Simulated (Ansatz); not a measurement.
One change: `CN[SiH](C)S` becomes `C[SiH](S)C=O`.

Ansatz, PBE0-D4/def2-TZVP geometries, multiplicity 1. Each molecule was computed in one conformer, which needn't be the lowest.

| property | `CN[SiH](C)S` |
| --- | --- |
| HOMO–LUMO gap (PBE/def2-TZVPP) / eV | 5.16 |
| HOMO–LUMO gap (ωB97M-V/def2-TZVPP) / eV | 11.40 |
| size of the dipole moment (PBE/def2-TZVPP) / D | 1.60 |
| LUMO energy (B3LYP/def2-TZVPP) / eV | 0.32 |
| LUMO energy (PBE0/def2-TZVPP) / eV | 0.59 |
| LUMO energy (ωB97M-V/def2-TZVPP) / eV | 2.28 |

Q: Give the same properties after the change, and the shifts. (Best estimate.)

A: The calculation gave: 
```tsv
property	`C[SiH](S)C=O`	shift
HOMO–LUMO gap (PBE/def2-TZVPP) / eV	2.69	-2.47
HOMO–LUMO gap (ωB97M-V/def2-TZVPP) / eV	9.73	-1.67
size of the dipole moment (PBE/def2-TZVPP) / D	1.16	-0.44
LUMO energy (B3LYP/def2-TZVPP) / eV	-1.92	-2.24
LUMO energy (PBE0/def2-TZVPP) / eV	-1.68	-2.27
LUMO energy (ωB97M-V/def2-TZVPP) / eV	0.56	-1.72
```

With PBE0 the HOMO falls by 0.09 eV and the LUMO falls by 2.27 eV, so the gap narrows by about 2.18 eV. PBE moves the HOMO by 0.00 eV and ωB97M-V by -0.05 eV. Dipoles are sizes alone; their direction can turn.

B3LYP here is the variant with VWN-RPA as its local correlation; programs differ in this.
